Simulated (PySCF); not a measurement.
Species: C3H4N3PSi.
Atom-mapped SMILES: `[N:1]#[C:2][c:3]1[n:4][n:5]([SiH3:6])[cH:7][p:8]1`

Geometry (GFN2-xTB, Å), atoms numbered from 1 in this order:
```
atom  x, y, z in Å
N1     4.087    0.178   -0.632
C2     2.990   -0.024   -0.363
C3     1.669   -0.327    0.001
N4     0.659    0.428   -0.367
N5    -0.485   -0.045    0.089
Si6   -1.890    0.933   -0.375
C7    -0.387   -1.176    0.817
P8     1.223   -1.748    0.989
H9    -1.654    2.249    0.204
H10   -1.907    0.915   -1.832
H11   -3.019    0.227    0.228
H12   -1.286   -1.609    1.215
```

NICS is the negative of the GIAO shielding at a point without a nucleus: at the ring centre (0) and 1 Å above and below it (1); zz is the component along the ring normal. Level: GIAO PBE0/pcSseg-1 (PySCF, non-relativistic, gas phase) on the GFN2-xTB geometry, one conformer.

Ring bond lengths (Å), with Mayer bond orders in brackets: C3–N4 1.313 (1.48), N4–N5 1.319 (1.18), N5–C7 1.349 (1.19), C7–P8 1.717 (1.43), P8–C3 1.787 (1.14).

Problem. Give the NICS values of each ring in ppm.

Solution. 
```
          ring                                                       type  NICS(0)  NICS(1), two faces  NICS(1)zz, two faces  rms pucker (Å)  centre to ring atoms, mean (Å)
C3–N4–N5–C7–P8  5-membered ring with 2 N and P; formal bonds all aromatic    -13.6       -13.1 / -13.1         -30.9 / -30.9            0.00                            1.26
```

Problem. What can be read from them?

Solution. 
- C3–N4–N5–C7–P8: mean NICS(1)zz -30.9 ppm, shielded.

Problem. How equal are the bonds by HOMA? Use HOMA with the parameters of Krygowski (1993).

Solution. 
- C3–N4–N5–C7–P8: HOMA 0.79; the largest term is that of P8–C3, α(R − Ropt)² = 0.94.

Problem. At the first NICS(1) probe listed for ring C3–N4–N5–C7–P8, 1 Å off the ring, what do the in-plane components average?

Solution. The isotropic value is a third of the trace: (3 × -13.1 − (-30.9))/2 = -4.2 ppm.
